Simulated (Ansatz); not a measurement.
An input meant for Al₄N₄Cl₄H₄⁺, that is (ClAlNH)4 cubane with one electron fewer (charge 1, doublet).

```yaml
crystal:
  periodic: [true, true, true]
  atoms:
    - {symbol: Al, position_ang: [-1.333484, 0.912458, 0.451890]}
    - {symbol: Cl, position_ang: [-3.013050, 2.061583, 1.020444]}
    - {symbol: N, position_ang: [-0.143177, 1.322753, -1.019248]}
    - {symbol: Al, position_ang: [-0.194324, -0.529894, -1.579975]}
    - {symbol: Cl, position_ang: [-0.438648, -1.197435, -3.569785]}
    - {symbol: N, position_ang: [-1.383017, -0.940688, -0.107730]}
    - {symbol: Al, position_ang: [0.143330, -1.324108, 1.020388]}
    - {symbol: Cl, position_ang: [0.324075, -2.991836, 2.305190]}
    - {symbol: N, position_ang: [0.193957, 0.529306, 1.578432]}
    - {symbol: Al, position_ang: [1.384507, 0.941563, 0.107765]}
    - {symbol: Cl, position_ang: [3.127674, 2.127944, 0.243927]}
    - {symbol: N, position_ang: [1.332266, -0.911368, -0.451288]}
    - {symbol: H, position_ang: [-0.230835, 2.131647, -1.642396]}
    - {symbol: H, position_ang: [-2.228748, -1.515756, -0.173629]}
    - {symbol: H, position_ang: [0.312953, 0.852874, 2.543549]}
    - {symbol: H, position_ang: [2.146521, -1.469033, -0.727524]}
basis:
  gaussian: {orbitals: cc-pVDZ}
total_charge: 1
magnetization: {spin_polarized: true, initial_magnetization: 1}
hamiltonian: {xc: {name: r2SCAN50}, dispersion: d3bj, pseudopotentials: {relativity: scalar}}
```

```sh
$ ansatz run in.yaml --threads 4 --pin off --events-out ev --progress --plain --max-ram 6963MiB
```

**Question.** Predict how Ansatz answers.

**Answer.** The input was rejected before any iteration. The species is marked periodic without a cell.
```
Error: YAML parse error: error: line 2 column 3: crystal: missing field `lattice` (a structure is typed as `lattice` and `atoms`, a molecule's as `atoms` in Å alone, or read from a run's directory, `checkpoint`)
 --> <input>:2:3
1 | crystal:
2 |   periodic: [true, true, true]
3 |   atoms:
4 |     - {symbol: Al, position_ang: [-1.333484, 0.912458, 0.451890]}
```
